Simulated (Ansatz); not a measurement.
`CB(C)N=C=O` + H₂O → `CB(C)O` + `N=C=O` at 500 K and 1 bar (formal hydrolysis of a B–N bond).

Gas-phase electronic energies from Ansatz, PBE0-D4/def2-TZVP geometries. CBS: MP2 limit from def2 TZ/QZ plus the TZ coupled-cluster correction, frozen cores. This one scheme is used for every species. Each species was taken in one conformer, which may not be the lowest.

| species | CCSD(T)/CBS energy (Eh) | H − E (kJ/mol) | S (J/(mol·K)) |
| --- | --- | --- | --- |
| `CB(C)N=C=O` | -272.49504 | 288.9 | 438.5 |
| H₂O | -76.37941 | 73.2 | 206.3 |
| `CB(C)O` | -180.36349 | 283.3 | 374.4 |
| `N=C=O` | -168.51995 | 77.7 | 264.2 |

H − E and S are ideal-gas, rigid-rotor, harmonic terms from PBE0-D4/def2-TZVP, for one conformer and one mirror image of each species. 1 Eh = 2625.50 kJ/mol, R = 8.31446 J/(mol·K).

Task: By hand: ΔE, ΔH, ΔS and ΔG.

Result: ΔE = (-180.36349) + (-168.51995) − (-272.49504) − (-76.37941) = -0.00899 Eh = -23.6 kJ/mol. Δ(H − E) = 283.3 + 77.7 − 288.9 − 73.2 = -1.1, so ΔH = -24.7 kJ/mol. ΔS = 374.4 + 264.2 − 438.5 − 206.3 = -6.2 J/(mol·K). ΔG = -24.7 − 500 × (-6.2)/1000 = -21.6 kJ/mol.

Task: By hand: the equilibrium constant, and the temperature at which ΔG would vanish if ΔH and ΔS stayed fixed.

Result: log₁₀ K = −ΔG/(RT ln 10) = 2.3. ΔG = 0 at ΔH/ΔS = 3984 K, far beyond where these terms or the molecules hold.

The number of gas molecules stays the same, so ΔS is small and ΔH decides. A doubt of 5 kJ/mol in ΔE shifts log₁₀ K by 0.5 here. Other conformers and mirror images would add mixing entropy, several J/(mol·K) or more a flexible species. Modes under 60 cm⁻¹, often nearly free rotors, make the harmonic entropy too high. These are equilibria of isolated gas molecules and say nothing of rates. Largest T1 diagnostic: 0.018 (customary marks: 0.02 for closed shells, 0.045 for open ones).
